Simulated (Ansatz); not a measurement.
Program: Ansatz. Geometries: PBE0-D4/def2-TZVP. ΔE: electronic, gas phase. CCSD(T)/CBS adds triple-zeta CCSD(T) − MP2 to the extrapolated MP2 energy (def2 sets, frozen cores). This one scheme is used for every species. For Br outer-core shells are correlated without core-valence functions, which leaves a few kJ/mol of doubt a bond. Scalar relativity is left out up to krypton.

Consider the ligand exchange at the Al–Cl bond: `[Cl][Al]([Cl])[Br]` + H–F → `[F][Al]([Cl])[Br]` + HCl.

```tsv
species	HF/def2-QZVPP energy (Eh)
`[Cl][Al]([Cl])[Br]`	-3733.67711
H–F	-100.07004
`[F][Al]([Cl])[Br]`	-3373.64543
HCl	-460.11222
```

Work out ΔE.

ΔE = (-3373.64543) + (-460.11222) − (-3733.67711) − (-100.07004) = -0.01050 Eh = -27.6 kJ/mol. CCSD(T)/CBS gives -18.7 kJ/mol.

Largest T1 diagnostic among the species: 0.009.

From PBE to PBE0 (25 % exact exchange), in def2-TZVPP and without D4, ΔE moves by +3.6 kJ/mol. Leaving LDA and LC-ωPBE aside and taking each functional with its dispersion term where it has one, the values, not all of them listed here, spread over 14.2 kJ/mol, from CAM-B3LYP-D4 to HSE06-D4. The D4 term adds +5.0 kJ/mol with B3LYP and +2.7 kJ/mol with PBE0; it sums over pairs of atoms, weighted by their polarisabilities, and B3LYP, whose exchange is more repulsive, gets the larger term.

B3LYP here is the variant with VWN-RPA as its local correlation; programs differ in this.
